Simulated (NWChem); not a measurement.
System: C$_{4}$H$_{4}$ClF; SMILES F[C@@H](C=C=C)Cl

Input file for NWChem:

```
start job
memory heap 200 mb stack 900 mb global 1100 mb
geometry units angstroms noautoz
  C      0.356691    -3.055171     0.267404
  C      0.026191    -1.872429    -0.174646
  C     -0.301688    -0.680012    -0.605408
  C     -0.417553     0.492788     0.313013
  F     -1.632051     1.100970     0.155061
  Cl     0.865656     1.738355    -0.067637
  H     -0.395198    -3.768445     0.599359
  H      1.396589    -3.372385     0.316170
  H     -0.502622    -0.486854    -1.657798
  H     -0.277326     0.230442     1.362017
end
basis spherical
  C library 6-31g*
  F library 6-31g*
  Cl library 6-31g*
  H library 6-31g*
end
dft
  xc xpbe96 cpbe96
  iterations 150
  mulliken
end
task dft energy
```

Excerpt of the output:

```
             Northwest Computational Chemistry Package (NWChem) 7.3.0
             --------------------------------------------------------

 C1  symmetry detected

                             Geometry "geometry" -> ""
                             -------------------------

 Output coordinates in angstroms (scale by  1.889725989 to convert to a.u.)

  No.       Tag          Charge          X              Y              Z
 ---- ---------------- ---------- -------------- -------------- --------------
    1 C                    6.0000     0.40368762    -3.07835918     0.27839681
    2 C                    6.0000     0.08927566    -1.89599667    -0.17622513
    3 C                    6.0000    -0.22333142    -0.70401089    -0.61935666
    4 C                    6.0000    -0.40896362     0.46124403     0.29721486
    5 F                    9.0000    -1.61742565     1.05825840     0.06692605
    6 Cl                  17.0000     0.88253637     1.72222307     0.00581039
    7 H                    1.0000    -0.36007937    -3.80141139     0.55794370
    8 H                    1.0000     1.44172457    -3.38543346     0.39053673
    9 H                    1.0000    -0.35972141    -0.50567444    -1.68108620
   10 H                    1.0000    -0.33222063     0.19313783     1.35131542

 Effective nuclear repulsion energy (a.u.)     258.6598672795

  pbe96 is a nonlocal functional; adding pw91lda local functional.

                                 NWChem DFT Module
                                 -----------------

 Summary of "ao basis" -> "ao basis" (spherical)
 ------------------------------------------------------------------------------
       Tag                 Description            Shells   Functions and Types
 ---------------- ------------------------------  ------  ---------------------
 C                           6-31g*                  6       14   3s2p1d
 F                           6-31g*                  6       14   3s2p1d
 Cl                          6-31g*                  8       18   4s3p1d
 H                           6-31g*                  2        2   2s

            General Information
            -------------------
          SCF calculation type: DFT
          Wavefunction type:  closed shell.
          No. of atoms     :    10
          No. of electrons :    54
           Alpha electrons :    27
            Beta electrons :    27
          Charge           :     0
          Spin multiplicity:     1
          Use of symmetry is: off; symmetry adaption is: off
          Maximum number of iterations: 150
          AO basis - number of functions:    96
                     number of shells:    46
          Convergence on energy requested:  1.00D-06
          Convergence on density requested:  1.00D-05
          Convergence on gradient requested:  5.00D-04

              XC Information
              --------------
          PerdewBurkeErnzerhof Exchange Functional  1.000
            Perdew 1991 LDA Correlation Functional  1.000 local
           PerdewBurkeErnz. Correlation Functional  1.000 non-local

             Grid Information
             ----------------
          Grid used for XC integration:  medium
          Radial quadrature: Mura-Knowles
          Angular quadrature: Lebedev.
          Tag              B.-S. Rad. Rad. Pts. Rad. Cut. Ang. Pts.
          ---              ---------- --------- --------- ---------
          C                   0.70       49          12.0       434
          F                   0.50       49          12.0       434
          Cl                  1.00       88          13.0       590
          H                   0.35       45          13.0       434
          Grid pruning is: on
          Number of quadrature shells:   513
          Spatial weights used:  Erf1

      Superposition of Atomic Density Guess
      -------------------------------------

 Sum of atomic energies:        -711.45686149

      Non-variational initial energy
      ------------------------------

 Total energy =    -714.139187
 1-e energy   =   -1492.829209
 2-e energy   =     520.030155
 HOMO         =      -0.288280
 LUMO         =       0.016401

     ---------------------------------------------
      Total Density - Mulliken Population Analysis
     ---------------------------------------------

    Atom       Charge   Shell Charges
 -----------   ------   -------------------------------------------------------
    1 C    6     6.63   2.00  0.73  2.00  0.63  1.25  0.03
    2 C    6     5.72   2.00  0.75  1.78  0.49  0.67  0.04
    3 C    6     6.40   2.00  0.73  1.98  0.56  1.10  0.03
    4 C    6     5.40   2.00  0.66  1.41  0.57  0.69  0.07
    5 F    9     9.48   2.00  0.95  3.41  1.01  2.12  0.01
    6 Cl  17    17.30   2.00  2.00  5.98  1.39  3.68  0.54  1.69  0.01
    7 H    1     0.75   0.45  0.30
    8 H    1     0.75   0.45  0.30
    9 H    1     0.76   0.45  0.30
   10 H    1     0.82   0.49  0.33

   convergence    iter        energy       DeltaE   RMS-Dens  Diis-err
 ---------------- ----- ----------------- --------- --------- ---------
 d= 0,ls=0.0,diis     1   -714.1574341401 -9.73D+02  2.09D-02  1.16D+00
 d= 0,ls=0.0,diis     2   -713.8825010321  2.75D-01  1.37D-02  3.87D+00
 d= 0,ls=0.0,diis     3   -714.2795705870 -3.97D-01  4.02D-03  7.89D-02
 d= 0,ls=0.0,diis     4   -714.2764657586  3.10D-03  2.39D-03  8.79D-02
 d= 0,ls=0.0,diis     5   -714.2891610712 -1.27D-02  4.02D-04  2.26D-03
  Resetting Diis
 d= 0,ls=0.0,diis     6   -714.2893844618 -2.23D-04  1.77D-04  2.86D-04
 d= 0,ls=0.0,diis     7   -714.2894176312 -3.32D-05  1.07D-04  1.85D-05
 d= 0,ls=0.0,diis     8   -714.2894120378  5.59D-06  6.83D-05  6.67D-05
 d= 0,ls=0.0,diis     9   -714.2894199123 -7.87D-06  1.11D-05  1.15D-06
 d= 0,ls=0.0,diis    10   -714.2894200485 -1.36D-07  3.14D-06  1.91D-07

         Total DFT energy =     -714.289420048484
      One electron energy =    -1496.122684647243
           Coulomb energy =      584.546808089143
    Exchange-Corr. energy =      -61.373410769873
 Nuclear repulsion energy =      258.659867279490

 Numeric. integr. density =       53.999995890879

                       DFT Final Molecular Orbital Analysis
                       ------------------------------------

 Vector   25  Occ=2.000000D+00  E=-2.656407D-01
              MO Center=  6.6D-01,  1.1D+00,  4.8D-02, r^2= 3.5D+00
   Bfn.  Coefficient  Atom+Function         Bfn.  Coefficient  Atom+Function
  ----- ------------  ---------------      ----- ------------  ---------------
    79      0.635799   6 Cl pz               83      0.350894   6 Cl pz
    75     -0.249268   6 Cl pz               19      0.154395   2 C  pz
    77      0.136422   6 Cl px                5      0.132415   1 C  pz
    34      0.130452   3 C  s                96     -0.123624  10 H  s
    95     -0.111582  10 H  s                47     -0.104130   4 C  pz

 Vector   26  Occ=2.000000D+00  E=-2.504919D-01
              MO Center=  1.4D-01, -1.8D+00, -4.1D-03, r^2= 3.7D+00
   Bfn.  Coefficient  Atom+Function         Bfn.  Coefficient  Atom+Function
  ----- ------------  ---------------      ----- ------------  ---------------
     5      0.355142   1 C  pz               19      0.287694   2 C  pz
     9      0.251763   1 C  pz               79     -0.181765   6 Cl pz
    23      0.158587   2 C  pz               18      0.143996   2 C  py
    33     -0.127055   3 C  pz               94      0.127503   9 H  s
    60     -0.123556   5 F  py                4      0.122554   1 C  py

 Vector   27  Occ=2.000000D+00  E=-2.426491D-01
              MO Center=  2.2D-01, -5.9D-01, -2.0D-01, r^2= 4.3D+00
   Bfn.  Coefficient  Atom+Function         Bfn.  Coefficient  Atom+Function
  ----- ------------  ---------------      ----- ------------  ---------------
    78      0.355967   6 Cl py               31      0.336710   3 C  px
    17      0.311496   2 C  px               35      0.214866   3 C  px
    21      0.194626   2 C  px               82      0.193919   6 Cl py
    79      0.164458   6 Cl pz               74     -0.137573   6 Cl py
    77     -0.129516   6 Cl px               92     -0.117861   8 H  s

 Vector   28  Occ=0.000000D+00  E=-5.268529D-02
              MO Center=  1.5D-01, -8.0D-01, -7.2D-02, r^2= 4.7D+00
   Bfn.  Coefficient  Atom+Function         Bfn.  Coefficient  Atom+Function
  ----- ------------  ---------------      ----- ------------  ---------------
    48      0.455629   4 C  s                17     -0.369446   2 C  px
    21     -0.341450   2 C  px               82      0.325207   6 Cl py
    49      0.310377   4 C  px               90     -0.289713   7 H  s
    92      0.286412   8 H  s                35      0.277987   3 C  px
    78      0.276119   6 Cl py               31      0.270963   3 C  px

 Vector   29  Occ=0.000000D+00  E=-3.679902D-02
              MO Center=  1.2D-01, -2.0D+00, -1.0D-01, r^2= 3.0D+00
   Bfn.  Coefficient  Atom+Function         Bfn.  Coefficient  Atom+Function
  ----- ------------  ---------------      ----- ------------  ---------------
     9      0.455117   1 C  pz               48      0.429648   4 C  s
    19     -0.389612   2 C  pz               23     -0.374995   2 C  pz
     5      0.345397   1 C  pz               94     -0.331386   9 H  s
    21      0.216926   2 C  px               22     -0.217131   2 C  py
    17      0.197440   2 C  px               92     -0.183930   8 H  s

 Vector   30  Occ=0.000000D+00  E= 8.261626D-03
              MO Center=  2.2D-01,  2.7D-01,  2.5D-02, r^2= 4.4D+00
   Bfn.  Coefficient  Atom+Function         Bfn.  Coefficient  Atom+Function
  ----- ------------  ---------------      ----- ------------  ---------------
    48      0.756282   4 C  s                50      0.552200   4 C  py
    80     -0.537882   6 Cl s                81      0.523067   6 Cl px
    82      0.433947   6 Cl py               46      0.400431   4 C  py
    49      0.371798   4 C  px               35     -0.368950   3 C  px
    77      0.266725   6 Cl px               45      0.232084   4 C  px

     ---------------------------------------------
      Total Density - Mulliken Population Analysis
     ---------------------------------------------

    Atom       Charge   Shell Charges
 -----------   ------   -------------------------------------------------------
    1 C    6     6.55   2.00  0.68  2.10  0.64  1.11  0.03
    2 C    6     5.64   2.00  0.71  1.98  0.45  0.47  0.03
    3 C    6     6.32   2.00  0.68  2.11  0.56  0.94  0.03
    4 C    6     5.96   2.00  0.69  1.93  0.56  0.70  0.08
    5 F    9     9.26   2.00  0.94  3.29  1.03  1.98  0.02
    6 Cl  17    17.06   2.00  2.00  5.97  1.42  3.60  0.52  1.53  0.02
    7 H    1     0.81   0.52  0.29
    8 H    1     0.81   0.52  0.29
    9 H    1     0.80   0.52  0.29
   10 H    1     0.80   0.53  0.27

     -------------------------------------------
      Total Density - Lowdin Population Analysis
     -------------------------------------------

    Atom       Charge   Shell Charges
 -----------   ------   -------------------------------------------------------
    1 C    6     6.30   1.99  0.54  1.89  0.44  1.38  0.06
    2 C    6     5.96   1.99  0.55  1.76  0.39  1.19  0.08
    3 C    6     6.21   1.99  0.54  1.90  0.41  1.29  0.08
    4 C    6     6.01   1.99  0.55  1.72  0.42  1.14  0.19
    5 F    9     9.11   1.99  0.93  3.17  0.83  2.15  0.04
    6 Cl  17    17.05   2.00  1.99  5.91  1.18  3.35  0.67  1.92  0.02
    7 H    1     0.84   0.48  0.36
    8 H    1     0.84   0.48  0.36
    9 H    1     0.83   0.48  0.35
   10 H    1     0.86   0.51  0.35

     Multipole analysis of the density
     ---------------------------------

     L   x y z        total         alpha         beta         nuclear
     -   - - -        -----         -----         ----         -------
     0   0 0 0     -0.000000    -27.000000    -27.000000     54.000000

     1   1 0 0     -0.000142     -0.000071     -0.000071      0.000000
     1   0 1 0     -1.041017     -0.520509     -0.520509      0.000000
     1   0 0 1      0.172639      0.086320      0.086320      0.000000

     2   2 0 0    -31.451906    -89.935808    -89.935808    148.419711
     2   1 1 0     -0.560634      2.613467      2.613467     -5.787567
     2   1 0 1      0.067098     -0.522501     -0.522501      1.112100
     2   0 2 0    -28.728492   -316.804538   -316.804538    604.880584
     2   0 1 1     -0.887859      1.739884      1.739884     -4.367628
     2   0 0 2    -29.216171    -30.034738    -30.034738     30.853305
```

Level: PBE/6-31G* (spherical d). Geometry: optimised at B3LYP/6-31G* (spherical d).
